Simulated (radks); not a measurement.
Fractional charge and spin in the 1s shell of lithium: the spin-up occupation runs from 0 to 1 and the spin-down occupation from 0 to 1; the fullest corner is Li+, 1s(up 1, down 1). All-electron calculation, non-relativistic Kohn-Sham, PBEsol, spin-polarised, spherical densities, point nucleus. Program: a radial shooting solver on a logarithmic mesh with Libxc functionals. Energy (eV) minus the two flat planes that join the four corners (they meet along the diagonal where the two added fractions sum to one electron); zero is where a piecewise linear energy would lie.

| down \ up | 0 | 0.5 | 1 |
|---|---|---|---|
| 0 | 0.000 | -4.246 | 0.000 |
| 0.5 | -4.246 | 3.826 | -3.493 |
| 1 | 0.000 | -3.493 | 0.000 |

Corners above the fullest one (they belong to Li2+ and the next ion): (up 1, down 0) 74.735 eV, (up 0, down 1) 74.735 eV, (up 0, down 0) 195.82 eV. With half an added electron in each spin the energy lies 3.826 eV from the planes (fractional-spin error, the static-correlation error of a stretched bond), and with half an added electron in spin up alone -4.246 eV (fractional-charge error). For a frontier s shell over closed shells the exact functional lies on the planes.
